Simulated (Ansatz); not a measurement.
`F[SiH](F)Cl` and `CB[SiH](F)F` differ in one atom or group.

Ansatz, PBE0-D4/def2-TZVP geometries, multiplicity 1. Each molecule was computed in one conformer, which needn't be the lowest.

| property | `F[SiH](F)Cl` |
| --- | --- |
| LUMO energy (PBE/def2-TZVPP) / eV | -0.32 |
| LUMO energy (ωB97M-V/def2-TZVPP) / eV | 2.40 |
| HOMO–LUMO gap (B3LYP/def2-TZVPP) / eV | 10.07 |
| HOMO–LUMO gap (ωB97M-V/def2-TZVPP) / eV | 14.68 |
| HOMO–LUMO gap (PBE0/def2-TZVPP) / eV | 10.60 |
| LUMO energy (B3LYP/def2-TZVPP) / eV | 0.35 |

Question: What does the change do to each property? (Best estimate.)

Answer: The calculation gave: 
```tsv
property	`CB[SiH](F)F`	shift
LUMO energy (PBE/def2-TZVPP) / eV	-3.34	-3.02
LUMO energy (ωB97M-V/def2-TZVPP) / eV	-0.38	-2.78
HOMO–LUMO gap (B3LYP/def2-TZVPP) / eV	5.46	-4.61
HOMO–LUMO gap (ωB97M-V/def2-TZVPP) / eV	9.99	-4.69
HOMO–LUMO gap (PBE0/def2-TZVPP) / eV	5.83	-4.77
LUMO energy (B3LYP/def2-TZVPP) / eV	-2.56	-2.91
```

With PBE0 the HOMO rises by 1.81 eV and the LUMO falls by 2.96 eV, so the gap narrows by about 4.77 eV. PBE moves the HOMO by 1.69 eV and ωB97M-V by 1.92 eV.

B3LYP here is the variant with VWN-RPA as its local correlation; programs differ in this.
